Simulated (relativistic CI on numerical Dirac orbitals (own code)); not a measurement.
# V+ in a cubic cluster: L2,3 absorption with charge transfer

Computed with a charge-transfer multiplet model of a cubic metal-ligand cluster with up to one ligand hole, Slater and spin-orbit integrals from Dirac-Coulomb-Breit ions, Slater integrals scaled by 0.9. The ground state mixes d4 with configurations of k ligand holes L, whose averages lie at kΔ + k(k − 1)U_dd/2; a core hole lowers each added d electron by U_cd. 300 K, Lorentzian 0.4 eV and Gaussian 0.3 eV FWHM.

Atomic integrals in eV (Slater integrals scaled, ζ unscaled), ground: F2dd 6.798, F4dd 4.177, zeta_d 0.015; with the core hole: F2dd 7.692, F4dd 4.741, zeta_d 0.025, zeta_core 4.617, F2cd 4.213, G1cd 2.979, G3cd 1.688.

Cluster parameters (eV): Δ = 10.1, U_dd = 4.4, U_cd = 5.3, 10Dq = 0.55, 10Dq(ligand) = 1.6, final-state hopping factor = 0.9.

```
                             Case   n_d    d4   d5L     S
V(eg) = 1.8 eV, V(t2g) = -0.92 eV  4.09  0.91  0.09  2.00
V(eg) = 2.4 eV, V(t2g) = -1.22 eV  4.14  0.86  0.14  2.00
V(eg) = 2.7 eV, V(t2g) = -1.37 eV  4.16  0.84  0.16  2.00
```

Weights, n_d and S are thermal averages at 300 K. Photon energies count from the first peak over 30 % of the highest in each spectrum, which can be another peak from case to case. The parameters are a model scan and need not match a compound or its usual spin state. Peaks in eV (height, largest 100):
- V(eg) = 1.8 eV, V(t2g) = -0.92 eV: -3.1 (7), 0.0 (100), 0.5 (86), 4.3 (26), 5.2 (37), 6.3 (29), 8.0 (44)
- V(eg) = 2.4 eV, V(t2g) = -1.22 eV: -3.1 (7), 0.0 (100), 0.5 (85), 4.4 (25), 5.2 (36), 6.2 (29), 7.9 (43)
- V(eg) = 2.7 eV, V(t2g) = -1.37 eV: -3.0 (6), 0.0 (100), 0.5 (84), 4.4 (24), 5.2 (35), 6.1 (29), 7.9 (42)

Curve for V(eg) = 2.4 eV, V(t2g) = -1.22 eV (points under 2 left out, the grid thinned):

E (eV), Intensity and a bar:
```
     -3.7        2.0 
     -3.4        3.7 #
     -3.0        6.5 #
     -2.7        5.8 #
     -2.4        7.9 ##
     -2.1        9.0 ##
     -1.7       16.3 ####
     -1.4       29.5 ########
     -1.1       39.5 ###########
     -0.7       57.2 #################
     -0.4       71.9 #####################
     -0.1       99.9 ##############################
      0.3       84.8 #########################
      0.6       85.1 #########################
      0.9       76.7 #######################
      1.2       68.8 ####################
      1.6       43.7 #############
      1.9       35.9 ##########
      2.2       31.9 #########
      2.6       22.6 ######
      2.9       15.5 ####
      3.2       11.0 ###
      3.5        9.4 ##
      3.9       14.7 ####
      4.2       22.9 ######
      4.5       23.5 #######
      4.9       22.9 ######
      5.2       35.9 ##########
      5.5       21.8 ######
      5.9       22.5 ######
      6.2       28.7 ########
      6.5       25.1 #######
      6.8       20.4 ######
      7.2       28.9 ########
      7.5       39.8 ############
      7.8       42.5 ############
      8.2       35.7 ##########
      8.5       25.4 #######
      8.8       18.1 #####
      9.2       10.8 ###
      9.5        8.2 ##
      9.8        7.4 ##
     10.1        6.2 #
     10.5        3.4 
     10.8        2.2
```

For the case V(eg) = 2.4 eV, V(t2g) = -1.22 eV, Δ = 10.1 eV is larger than U_dd = 4.4 eV, the Mott-Hubbard side of the Zaanen-Sawatzky-Allen scheme. With the core hole the configuration with one ligand hole lies at Δ + U_dd − U_cd = 9.2 eV above the one without, against Δ in the ground state. The added d electron screens the hole, so the order of the configurations is kept and charge-transfer satellites are weaker than in photoemission.

With at most 1 ligand hole the space is cut while the next configuration still counts, so covalency is underestimated, and a final configuration with one more ligand hole, which can lie low, is missing from the spectra.
